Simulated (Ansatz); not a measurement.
The pair A = CH5N (SMILES CN) (first 7 atoms), B = H4OSi (SMILES O[SiH3]); geometry from B3LYP-D3(BJ)/def2-TZVP.
(charge 0, multiplicity 1):
```xyz
13

C      0.238    -0.361    -0.120
N     -0.269     0.971     0.236
H     -0.458    -1.116     0.245
H      1.192    -0.524     0.381
H      0.381    -0.512    -1.195
H     -1.164     1.148    -0.205
H      0.366     1.696    -0.079
O     -0.510     1.011     3.012
Si    -0.073    -0.370     3.767
H     -0.443     1.050     2.025
H     -0.891    -1.538     3.336
H     -0.258    -0.171     5.221
H      1.349    -0.731     3.511
```

Cores are frozen in the correlated methods. MP2 and its Hartree–Fock in aug-cc-pV(T+d)Z are density fitted.

Programs: Ansatz (a program for electronic structure) with Gaussian orbitals. 

The counterpoise-corrected interaction energy is E(AB) − E(A in the pair's basis) − E(B in the pair's basis). Total energies (hartree):

```tsv
level	AB	A in the pair's basis	B in the pair's basis
HF/aug-cc-pV(D+d)Z	-461.4150340	-95.2312261	-366.1740973
MP2/aug-cc-pV(D+d)Z	-462.0829377	-95.5751309	-366.4924772
HF/aug-cc-pV(T+d)Z	-461.4768620	-95.2554752	-366.2116278
MP2/aug-cc-pV(T+d)Z	-462.2821835	-95.6677129	-366.5979475
CCSD(T)/aug-cc-pV(D+d)Z	-462.1591349	-95.6152137	-366.5290694
```

**Question.** Work out the counterpoise-corrected interaction energy at the basis-set limit: extrapolate the MP2 correlation part as X⁻³, take Hartree–Fock from the larger set, and add the CCSD(T) − MP2 difference of aug-cc-pV(D+d)Z.

**Answer.** 
1. Differences (1 hartree = 627.509 kcal/mol): HF/aug-cc-pV(D+d)Z -6.094; MP2/aug-cc-pV(D+d)Z -9.619; HF/aug-cc-pV(T+d)Z -6.124; MP2/aug-cc-pV(T+d)Z -10.368; CCSD(T)/aug-cc-pV(D+d)Z -9.320.
2. Correlation parts, MP2 less HF: -3.526 in aug-cc-pV(D+d)Z (X = 2), -4.245 in aug-cc-pV(T+d)Z (X = 3).
3. Limit (3³·(-4.245) − 2³·(-3.526))/(3³ − 2³) = -4.547; with HF/aug-cc-pV(T+d)Z it gives -10.671.
4. CCSD(T) less MP2 in aug-cc-pV(D+d)Z: 0.300.
Result: -10.37 kcal/mol, against -9.62 at MP2/aug-cc-pV(D+d)Z. It is an estimate of this method's limit, not of the exact value.
